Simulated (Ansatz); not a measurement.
C$_{4}$H$_{7}$AlO, SMILES `C#CO[CH2][AlH][CH3]` at its PBE0-D4/def2-TZVP geometry, where that method's forces vanish. Charge 0, multiplicity 1.

```json
{"atom": "C1", "x (Å)": "1.8287", "y (Å)": "0.1670", "z (Å)": "0.8818"}
{"atom": "C2", "x (Å)": "1.7679", "y (Å)": "0.5451", "z (Å)": "-0.2718"}
{"atom": "O3", "x (Å)": "1.4894", "y (Å)": "0.9331", "z (Å)": "-1.4487"}
{"atom": "C4", "x (Å)": "-0.0230", "y (Å)": "1.0307", "z (Å)": "-1.4507"}
{"atom": "Al5", "x (Å)": "-0.5093", "y (Å)": "0.3819", "z (Å)": "0.4340"}
{"atom": "C6", "x (Å)": "-1.1826", "y (Å)": "-1.4474", "z (Å)": "0.5985"}
{"atom": "H7", "x (Å)": "2.1154", "y (Å)": "-0.1385", "z (Å)": "1.8608"}
{"atom": "H8", "x (Å)": "-0.2334", "y (Å)": "2.0731", "z (Å)": "-1.6923"}
{"atom": "H9", "x (Å)": "-0.3364", "y (Å)": "0.4046", "z (Å)": "-2.2872"}
{"atom": "H10", "x (Å)": "-0.9168", "y (Å)": "1.5118", "z (Å)": "1.4796"}
{"atom": "H11", "x (Å)": "-0.6637", "y (Å)": "-2.1421", "z (Å)": "-0.0682"}
{"atom": "H12", "x (Å)": "-1.0876", "y (Å)": "-1.8308", "z (Å)": "1.6188"}
{"atom": "H13", "x (Å)": "-2.2485", "y (Å)": "-1.4887", "z (Å)": "0.3455"}
```

(1) For each bond, give half the difference of the two atoms' forces along it (eV/Å; positive pushes the atoms apart) under PBE-D4, r2SCAN-D4, B3LYP-D4, ωB97M-V in def2-TZVPP. (An estimate is asked.)

Answers

(1) Ansatz gave: 
```csv
bond,length (Å),PBE-D4,r2SCAN-D4,B3LYP-D4,ωB97M-V
C1–C2,1.216,0.76,0.29,-0.19,-0.39
C1–H7,1.065,-0.39,-0.22,-0.06,0.05
C2–O3,1.270,0.08,-0.01,0.26,0.44
O3–C4,1.516,0.26,0.38,0.33,0.17
C4–Al5,2.052,-0.03,-0.03,0.09,0.04
C4–H8,1.091,0.10,-0.06,-0.14,-0.10
C4–H9,1.091,0.11,-0.06,-0.14,-0.10
Al5–C6,1.956,-0.04,-0.02,0.05,0.02
Al5–H10,1.592,0.02,-0.03,-0.15,-0.14
C6–H11,1.094,0.11,0.01,-0.03,-0.03
C6–H12,1.094,0.11,0.00,-0.03,-0.04
C6–H13,1.096,0.12,0.00,-0.03,-0.05
```

B3LYP here is the variant with VWN-RPA as its local correlation; programs differ in this.
